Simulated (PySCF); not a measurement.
C5H10O2. Atoms are numbered in the order given.

```xyz
17

C     -0.8051     0.9672     1.2614
C     -0.0112     0.5727     0.0000
C      1.3628     1.2508     0.0000
C     -0.8051     0.9672    -1.2614
C      0.1865    -0.9430     0.0000
O     -0.9874    -1.6133     0.0000
O      1.2469    -1.5178     0.0000
H     -1.7924     0.4844     1.2784
H     -0.9504     2.0587     1.2823
H     -0.2639     0.6801     2.1768
H      1.2407     2.3450     0.0000
H      1.9468     0.9639     0.8865
H      1.9468     0.9639    -0.8865
H     -1.7924     0.4844    -1.2784
H     -0.2639     0.6801    -2.1768
H     -0.9504     2.0587    -1.2823
H     -0.7635    -2.5595     0.0000
```

Coordinates come from a B3LYP-D3(BJ)/def2-SVP optimisation. One conformer was computed; it need not be the lowest.

Level of theory: B3LYP/def2-TZVP (PySCF).

Q: Estimate the frontier levels, gap, dipole moment. (The exact figures need the calculation; the answer reports its results.)

A: 
```yaml
highest_occupied_level: -7.67 eV
lowest_empty_level: -0.05 eV
orbital_gap: 7.63 eV
dipole_moment: 1.71 D
quadrupole, principal values (traceless, Buckingham form, about the centre of nuclear charge): -8.63, 1.19, 7.44 D·Å
```
